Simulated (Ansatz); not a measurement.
Reaction (formal hydrolysis of the In–N bond): `[NH2][In]([SH])[SH]` + H₂O → `[OH][In]([SH])[SH]` + NH₃

Computed with Ansatz on PBE0-D4/def2-TZVP structures; ΔE is electronic, products minus reactants. CBS: MP2 limit from def2 TZ/QZ plus the TZ coupled-cluster correction, frozen cores. This one scheme is used for every species. DFT in def2-TZVPP. Elements past krypton have def2 core potentials. For In outer-core shells are correlated without core-valence functions, which leaves a few kJ/mol of doubt a bond. One conformer a species, not always the lowest.

```csv
level,ΔE (kJ/mol)
r2SCAN-D4,-24.9
MP2/def2-SVP,-26.0
MP2/def2-TZVPP,-17.2
CCSD/CBS(def2),-17.7
```

What does CCSD(T)/CBS give? (An estimate is asked.)

The calculation gave: -18.0 kJ/mol. The listed levels differ from it by -6.9, -8.0, 0.8, 0.3 kJ/mol.

What do rigid-rotor, harmonic-oscillator terms from PBE0-D4/def2-TZVP frequencies (298.15 K, 1 bar) make of the CCSD(T)/CBS value? (Best estimate.)

Ansatz gave: ΔZPE = +3.0 kJ/mol, ΔH = -16.1 kJ/mol, ΔS = -3 J/(mol·K), ΔG = -15.1 kJ/mol.

Largest T1 diagnostic among the species: 0.015.

Leaving LDA and LC-ωPBE aside and taking each functional with its dispersion term where it has one, the values, not all of them listed here, spread over 11.4 kJ/mol, from B97M-V to PBE-QIDH. LDA lies +6.7 kJ/mol from PBE without D4. From r2SCAN to r2SCAN0 (25 % exact exchange), in def2-TZVPP and without D4, ΔE moves by +4.1 kJ/mol.
